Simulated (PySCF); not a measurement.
An unknown is described by computed data only.

Formula: C6H5ClO2S.

* NMR, other nuclei: isotropic shieldings of nuclei other than C and H, by class: 12 (2 O), 131 (1 S), 176 (1 Cl) ppm [GIAO B3LYP/pcSseg-1]
* 1H NMR: chemical shifts (computed TMS as zero) by class: 8.04 (2 H), 7.62 (1 H), 7.55 (2 H) ppm [GIAO B3LYP/pcSseg-1]
* Rotational structure: rotational constants A, B, C: 1.906, 0.684, 0.668 GHz [PBE0-D3(BJ)/def2-SVP]
* Triplet: lowest triplet excitation (Tamm–Dancoff): 3.89 eV [TDA B3LYP/def2-SVPD]
* UV, first state: lowest singlet excitation: 4.80 eV (258 nm, f = 0.014) [TDDFT B3LYP/def2-SVPD]
* Polarisability: 111.3 au [B3LYP/def2-SVPD]
* 13C NMR: chemical shifts (computed TMS as zero) by class: 155.4 (1 C), 140.8 (1 C), 135.3 (2 C), 132.8 (2 C) ppm [GIAO B3LYP/pcSseg-1]
* Valence photoelectron: vertical ionisation energy: 10.06 eV [ΔSCF B3LYP/def2-SVPD]
* UV, strongest line: among the 10 lowest singlet transitions: S2 at 4.87 eV (255 nm, f = 0.085) [TDDFT B3LYP/def2-SVPD]
* Dipole: 5.29 D [B3LYP/def2-SVPD]

The electronic properties come from PySCF, for the isolated species, density fitting. Levels stand in brackets. One conformer (not necessarily the lowest) at the PBE0-D3(BJ)/def2-SVP geometry, without solvent, vibrations or thermal averaging. NMR values are class means; diastereotopic atoms form classes of their own.

Question: Give a SMILES that accounts for the data.

Answer: Numbering: `[O:1]=[S:2](=[O:3])([Cl:4])[c:5]1[cH:6][cH:7][cH:8][cH:9][cH:10]1`. 6 carbons fall into 4 classes; from least to most shielded: substituted aromatic carbon [C5] (155.4 ppm), aromatic CH carbon [C8] (140.8 ppm), aromatic CH carbon [C7/C9] (135.3 ppm, 2 C), aromatic CH carbon [C6/C10] (132.8 ppm, 2 C). Hydrogen classes from least to most shielded: 2 H on the ortho carbons, C6/C10 (8.04 ppm), 1 H on the para carbon, C8 (7.62 ppm), 2 H on the meta carbons, C7/C9 (7.55 ppm). The other shieldings belong to: 12 ppm, sulfonyl oxygen [O1/O3]; 131 ppm, sulfonyl sulfur [S2]; 176 ppm, chlorine bonded to S [Cl4]. The optimised geometry has point group Cs and is an asymmetric top. Structure: `O=S(=O)(Cl)c1ccccc1`. The assignments are read from this structure; whether some other isomer fits the data as well wasn't checked.

Shape of the structure used: `[O:1]=[S:2](=[O:3])([Cl:4])[c:5]1[cH:6][cH:7][cH:8][cH:9][cH:10]1`: O1–S2–C5–C6 21°.
